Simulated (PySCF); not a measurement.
Species: C4H4ClFO.
SMILES: `ClC1=CCO[C@@H]1F`

Theory: TDDFT PBE0/def2-SVPD, vertical, gas phase, core orbitals frozen in the response (PySCF). Isolated species at its GFN2-xTB geometry (one conformer only).

```
state  E (eV)  E (hartree)       f  main configurations (H = HOMO, L = LUMO)
   S1    6.49       0.2383   0.267                                 H→L (89%)
   S2    6.75       0.2481  0.0057                  H-1→L (53%), H-2→L (46%)
   S3    6.85       0.2516  0.0002                   H→L+1 (86%), H→L+2 (9%)
   S4    6.96       0.2559   0.015                  H-2→L (48%), H-1→L (44%)
   S5    7.34       0.2697  0.0028                   H→L+2 (88%), H→L+1 (9%)
   S6    8.04       0.2956  0.0010   H→L+3 (72%), H→L+4 (11%), H-1→L+1 (10%)
```

Triplets, Tamm–Dancoff:

```tsv
state	E (eV)	λ (nm)	main configurations (H = HOMO, L = LUMO)
T1	4.08	304.1	H→L (93%)
T2	6.37	194.5	H→L+1 (70%), H→L+2 (18%)
```

The lowest singlet lies at 6.49 eV (191 nm, vacuum ultraviolet) and is strong; its leading configuration is HOMO→LUMO (89%). The lowest level is also the most intense of those listed (f = 0.267). Löwdin shares by element: HOMO carbon 58% or more, chlorine 28%; LUMO carbon 63% or more, chlorine 10%, hydrogen 6% or more (atoms not listed hold the other 21%). The listed states span 1.56 eV, and the widest gap between neighbours is 0.70 eV (S5 to S6). Weighted by f, the mean energy of these states is 6.53 eV. Orbital energies (eV): HOMO-3 -10.43, HOMO-2 -9.14, HOMO-1 -8.90, HOMO -7.79, LUMO -0.74, LUMO+1 0.50, LUMO+2 0.78. Singlets were solved by full linear response, triplets in the Tamm–Dancoff approximation.
